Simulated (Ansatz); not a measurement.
C4H12O3Si (SMILES CO[Si](C)(OC)OC), singlet, geometry from GFN2-xTB; Ansatz (a quantum-chemistry and plane-wave program) with MP2/STO-3G.

Input for Ansatz:
Ansatz 0.2 input:
```yaml
crystal:
  periodic: [false, false, false]
  atoms:
    - {symbol: C, position_ang: [-2.35120043, -1.27674156, -0.34643132]}
    - {symbol: O, position_ang: [-1.49905331, -0.17147283, -0.46403798]}
    - {symbol: Si, position_ang: [0.00031971, 0.00348305, 0.13674299]}
    - {symbol: C, position_ang: [0.00478463, 0.05212581, 2.04643346]}
    - {symbol: O, position_ang: [0.60965432, 1.36457226, -0.50809365]}
    - {symbol: C, position_ang: [0.07656315, 2.65852392, -0.45234479]}
    - {symbol: O, position_ang: [0.88609113, -1.22913671, -0.44267421]}
    - {symbol: C, position_ang: [2.27194248, -1.41114068, -0.35381704]}
    - {symbol: H, position_ang: [-1.83637703, -2.19297873, -0.63796567]}
    - {symbol: H, position_ang: [-2.70483729, -1.38018781, 0.68219784]}
    - {symbol: H, position_ang: [-3.20270831, -1.10950683, -1.00685516]}
    - {symbol: H, position_ang: [-0.72291189, 0.76219536, 2.43016166]}
    - {symbol: H, position_ang: [0.97631051, 0.34314263, 2.43686273]}
    - {symbol: H, position_ang: [-0.23624012, -0.91840604, 2.47183131]}
    - {symbol: H, position_ang: [-0.96874424, 2.65837143, -0.76356558]}
    - {symbol: H, position_ang: [0.65935611, 3.28562621, -1.12783560]}
    - {symbol: H, position_ang: [0.14473364, 3.05763078, 0.56249737]}
    - {symbol: H, position_ang: [2.80022780, -0.51870423, -0.69145256]}
    - {symbol: H, position_ang: [2.53604404, -2.25573748, -0.99107630]}
    - {symbol: H, position_ang: [2.56459478, -1.62851473, 0.67620299]}
basis:
  gaussian:
    orbitals: STO-3G
magnetization: {spin_polarized: false}
correlation: {method: mp2}
```

It wrote (shortened):

```
Functional definition: HF
776 factors; integrals over basis functions are off by at most 3.5e-5 eV
mean field evaluation 1: about -18059.4059 eV, gradient 3.4e1 eV
mean field evaluation 2: about -18059.7904 eV, gradient 3.4e1 eV
mean field evaluation 4: about -18063.6748 eV, gradient 1.9e0 eV
mean field evaluation 8: about -18063.6887 eV, gradient 3.2e-4 eV
mean field -18063.68874631 eV, -663.8283174188 hartree, gradient 1.4e-6 eV, S^2 0.000000; 0 other end points of the search recorded, 0 dependent functions left out
12 core orbitals not correlated
reference -18063.68874631 eV, -663.8283174188 hartree; 25, 25 occupied and 19, 19 virtual orbitals, 776 factors
second order -9.14829793 eV of doubles, -0.00000000 eV of singles
Total energy: -18072.83704423 eV, -664.1645111666 hartree
```
